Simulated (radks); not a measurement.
All-electron atom: Ta3+ in [Xe] 4f14 5d1 7p1 (not the ground configuration). Calculated with a radial shooting solver on a logarithmic mesh with Libxc functionals: scalar-relativistic Kohn-Sham, r2SCAN, spin-polarised, spherical densities, finite nucleus; open shells are filled with parallel spins first (spin-orbit coupling, left out, can overturn this in heavy ions); meta-GGA in the generalised Kohn-Sham scheme; Fermi nuclear charge, rms radius 5.3507 fm. Some entries of the table are withheld. Estimate them.

| orbital | occ. | eigenvalue (Ry) | <1/r> (bohr^-1) |
|---|---|---|---|
| 1s up | 1 | -4959.284 | 85.40 |
| 1s down | 1 | -4959.284 | 85.40 |
| 2s up | 1 | -856.1936 | 19.97 |
| 2s down | 1 | -856.1874 | 19.97 |
| 2p up | 3 | -750.5020 | 18.15 |
| 2p down | 3 | -750.4971 | 18.15 |
| 3s down | 1 | -198.9346 | 7.404 |
| 3s up | 1 | -198.9343 | 7.404 |
| 3p up | 3 | -167.3464 | 6.845 |
| 3p down | 3 | -167.3462 | 6.845 |
| 3d up | 5 | -130.4203 | 6.462 |
| 3d down | 5 | -130.4173 | 6.462 |
| 4s up | 1 | -43.11902 | 3.130 |
| 4s down | 1 | -43.11516 | 3.129 |
| 4p up | 3 | -32.71229 | 2.849 |
| 4p down | 3 | -32.70906 | 2.849 |
| 4d up | 5 | -19.32066 | 2.529 |
| 4d down | 5 | -19.31644 | 2.529 |
| 5s up | 1 | -8.19601 | 1.214 |
| 5s down | 1 | -8.15097 | 1.219 |
| 5p up | 3 | -5.64027 | 1.032 |
| 5p down | 3 | -5.57500 | 1.039 |
| 4f up | 7 | -4.54342 | 2.006 |
| 4f down | 7 | -4.53080 | 2.011 |
| 5d up | 1 | (1) | 0.7371 |
| 5d down | 0 | (2) | 0.7490 |
| 7p up | 1 | (3) | 0.2255 |

Answer. 
(1) 5d up eigenvalue (Ry): -2.65462
(2) 5d down eigenvalue (Ry): -2.53549
(3) 7p up eigenvalue (Ry): -0.91735
